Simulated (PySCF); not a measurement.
Species: C7H5F2N.
Bonds: C1–C2 (triple), C2–C3, C3–N4, N4–C5 (aromatic), C5–C6 (aromatic), C6–F7, C6–C8 (aromatic), C8–C9 (aromatic), C9–F10, N4–C9 (aromatic). Hydrogens: H11 on C1; H12, H13 on C3; H14 on C5; H15 on C8.

All values: B3LYP/def2-SVPD (PySCF, non-relativistic), on one gas-phase PBE0-D3(BJ)/def2-SVP geometry that isn't relaxed in the solvent. The solvent is an IEF-PCM continuum (van der Waals radii × 1.2). Specific hydrogen bonds and non-electrostatic terms are outside this model.

Gas phase at B3LYP/def2-SVPD: HOMO -6.14 eV, LUMO -0.14 eV, dipole 2.52 D.

Q: What does the continuum do to the energy, the frontier levels and the dipole at B3LYP/def2-SVPD in dichloromethane and dimethylsulfoxide?

A: 
| solvent | ε | E(solvent) − E(gas) (kcal/mol) | polarisation term (kcal/mol) | distortion of the solute (kcal/mol) | HOMO (eV) | LUMO (eV) | dipole (D) |
| --- | --- | --- | --- | --- | --- | --- | --- |
| dichloromethane | 8.93 | -5.03 | -5.68 | 0.65 | -6.13 | 0.07 | 3.14 |
| dimethylsulfoxide | 46.83 | -5.90 | -6.80 | 0.90 | -6.14 | 0.09 | 3.25 |

The polarisation term is half the interaction of the solute with the surface charges that it induces; the rest is the cost of distorting the solute's density. The sum is the electrostatic part of solvation alone. From dichloromethane to dimethylsulfoxide the lowering changes by a factor 1.17, Onsager's factor (ε − 1)/(2ε + 1) by 1.15 and ε itself by 5.2.

Q: Which radius a makes the point-dipole formula ΔE = −[(ε − 1)/(2ε + 1)]·μ²/a³ give the value in dimethylsulfoxide, with the gas-phase dipole?

A: μ = 0.993 au and |ΔE| = 0.00940 Eh give a = 1.96 Å; the farthest nucleus lies 4.20 Å from the centroid of the nuclei, so such a sphere wouldn't even hold the nuclei. The formula assumes a rigid point dipole at the centre of a sphere.

Q: How does the static polarisability (B3LYP/def2-SVPD, frozen core, with the continuum's full static response) change?

A: 
| medium | isotropic (au) | principal values (au) | ⟨r²⟩ of the electrons (bohr²) |
| --- | --- | --- | --- |
| gas | 86.2 | 69.2, 81.4, 108.0 | 1503.3 |
| dichloromethane | 109.7 | 90.4, 105.9, 132.8 | 1503.0 |
| dimethylsulfoxide | 114.6 | 95.6, 111.2, 137.1 | 1503.0 |

The isotropic value in dimethylsulfoxide is 1.33 times the gas-phase one; no cavity-field correction is applied. ⟨r²⟩ is taken about the centre of nuclear charge.

The values belong to the conformer `[CH:1]#[C:2][CH2:3][n:4]1[cH:5][c:6]([F:7])[cH:8][c:9]1[F:10]`: C2–C3–N4–C5 77°.
